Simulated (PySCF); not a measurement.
A structure optimised at B3LYP-D3(BJ)/def2-TZVP, used in a PySCF frequency run:

```
Ge
H 1 1.5361
H 1 1.5367 2 110.13
H 1 1.5367 2 110.13 3 -121.30
Te 1 2.5823 2 105.37 4 -119.35
H 5 1.6629 1 91.69 2 180.00
```

Task: Write its SMILES, formula and point group.

Result: [GeH3][TeH], GeH4Te, Cs

Task: What are its rotational constants (standard atomic weights)?

Result: 55.268, 1.5476, 1.5346 GHz
